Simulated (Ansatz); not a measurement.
Calculated with Ansatz (gas phase, PBE0-D4/def2-TZVP geometries, no zero-point term in ΔE). CCSD(T)/CBS adds triple-zeta CCSD(T) − MP2 to the extrapolated MP2 energy (def2 sets, frozen cores). This one scheme is used for every species. Double bonds are as drawn, so ΔE can hold a change between cis and trans. DFT in def2-TZVPP. B3LYP here is the variant with VWN-RPA as its local correlation; programs differ in this. One conformer a species, not always the lowest.

`O[SiH2]/C=C/F` + H₂ → `F/C=C/[SiH3]` + H₂O  (hydrogenolysis of the Si–O bond)

Is it downhill or uphill in electronic energy at CCSD(T)/CBS, and by how much? (Estimate.)

Ansatz gave: Uphill: ΔE = +69.0 kJ/mol.

What do these levels give: PBE-D4, revPBE-D4, BLYP-D4, r2SCANh-D4, BHLYP-D4, CAM-B3LYP-D4, B3LYP, r2SCAN0, CCSD(T)/def2-SVP, SCS-MP2/def2-TZVPP, HF/def2-QZVPP, MP2/CBS(def2)? (Best estimate.)

Ansatz gave: PBE-D4 64.6, revPBE-D4 66.7, BLYP-D4 72.6, r2SCANh-D4 74.1, BHLYP-D4 72.7, CAM-B3LYP-D4 72.7, B3LYP 66.7, r2SCAN0 71.6, CCSD(T)/def2-SVP 56.5, SCS-MP2/def2-TZVPP 72.8, HF/def2-QZVPP 66.2, MP2/CBS(def2) 75.4 kJ/mol.

What do rigid-rotor, harmonic-oscillator terms from PBE0-D4/def2-TZVP frequencies (298.15 K, 1 bar) make of the CCSD(T)/CBS value? (Estimate.)

Ansatz gave: ΔZPE = +12.7 kJ/mol, ΔH = +79.6 kJ/mol, ΔS = 25 J/(mol·K), ΔG = +72.2 kJ/mol.

Largest T1 diagnostic among the species: 0.012.

Leaving LDA and LC-ωPBE aside and taking each functional with its dispersion term where it has one, the values, not all of them listed here, spread over 11.1 kJ/mol, from HSE06-D4 to r2SCAN-D4. LDA lies +5.4 kJ/mol from PBE without D4. At CCSD(T), def2-SVP lies −12.5 kJ/mol from the extrapolated value and def2-TZVPP −0.4 kJ/mol.
